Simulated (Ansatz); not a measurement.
A nudged elastic band was laid between two geometries of AlBClH$_{4}$N (8 atoms, charge 0, multiplicity 1).

These are results of RKS PBE-D4/def2-SVP (Ansatz 0.2.0), not measurements.

```
movable images  : 5
climbing image  : yes
spring          : 5.0 eV/Å²
optimiser       : quadratic models (default)
start path      : through a guess of the saddle point
force threshold : 0.05 eV/Å
iteration limit : 60
end points      : relaxed
```

Initial state:

```xyz
8
Properties=species:S:1:pos:R:3
B -0.527 1.713 -0.324
Al -0.234 -0.385 -0.287
N 0.891 -1.288 0.758
Cl -1.387 -1.574 -1.635
H 0.053 2.437 -1.116
H -1.318 2.283 0.410
H 1.507 -0.882 1.467
H 1.015 -2.304 0.728
```

Final state:

```xyz
8
Properties=species:S:1:pos:R:3
B -0.525 1.714 -0.326
Al -0.235 -0.384 -0.283
N 0.896 -1.288 0.754
Cl -1.408 -1.575 -1.615
H 0.080 2.443 -1.095
H -1.342 2.279 0.382
H 1.006 -2.306 0.734
H 1.527 -0.883 1.449
```

Q: Which bonds break or form, and what moves?

A: No bond is made or broken. The dihedral Cl4–Al2–N3–H7 goes from -179 to 0°. The two ends are copies of one structure, up to a mirror image or an exchange of like atoms.

Q: Give the energies along the band, and the barrier.

A: The forces met the threshold. The highest image is number 3 of 0 to 6, 6.6 kcal/mol above the ends, which have the same energy within 2 meV. A vibrational analysis at the climbing image gives one clearly imaginary mode, 324i cm⁻¹: a first-order saddle point.

```
image  path coordinate (Å)  energy (kcal/mol)  dihedral Cl4–Al2–N3–H7 (°)
    0                 0.00                0.0                        -179
    1                 0.61                1.1                        -153
    2                 1.21                4.6                        -114
    3                 1.82                6.6                         -74
    4                 2.46                4.4                         -45
    5                 3.11                0.8                         -20
    6                 3.75                0.0                           0
```

Q: What is the geometry of the highest image?

A: 
```xyz
8
Properties=species:S:1:pos:R:3
B -0.460 1.698 -0.381
Al -0.321 -0.395 -0.241
N 0.962 -1.171 0.761
Cl -1.736 -1.586 -1.316
H 0.134 2.340 -1.231
H -1.118 2.367 0.398
H 0.764 -1.617 1.662
H 1.777 -1.636 0.348
```

Q: What are the harmonic wavenumbers there?

A: 324i, 96, 167, 191, 232, 288, 441, 476, 602, 604, 778, 822, 1093, 1467, 2495, 2581, 3477, 3563 cm⁻¹.

Time of the run: 2.9 min on 1 CPU thread of a shared host.
